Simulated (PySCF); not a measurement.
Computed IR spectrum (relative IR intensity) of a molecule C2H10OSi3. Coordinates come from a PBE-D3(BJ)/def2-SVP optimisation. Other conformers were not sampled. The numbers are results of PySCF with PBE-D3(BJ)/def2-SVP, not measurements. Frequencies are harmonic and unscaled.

Lines under 2 % of the strongest are left out, and lines within 2 cm⁻¹ are merged.

ν (cm⁻¹): 323 (w), 367 (s), 379 (vw), 430 (vw), 484 (vw), 507 (w), 522 (w), 590 (w), 602 (w), 624 (m), 650 (m), 706 (m), 730 (m), 770 (m), 848 (vs), 878 (w), 894 (m), 903 (m), 915 (w), 976 (w), 1052 (vw), 1073 (w), 1128 (w), 1239 (w), 1308 (w), 1363 (vw), 2133 (s), 2141 (s), 2143 (m), 2149 (s), 2173 (m), 2177 (s), 2935 (m), 2959 (w), 3025 (vw), 3644 (w) (against the strongest line: vs over 80 %, s over 45 %, m over 15 %, w over 4 %, vw less)

**Question.** Which molecule gave these data?
A) O[C@@H]1C[Si@H]([SiH3])[SiH2]1
B) C[SiH2]C1[SiH2]O[SiH2]1
C) C[Si@H]1CO[SiH2][SiH2]1
D) O=CC[SiH]([SiH3])[SiH3]

**Answer.** A, O[C@@H]1C[Si@H]([SiH3])[SiH2]1
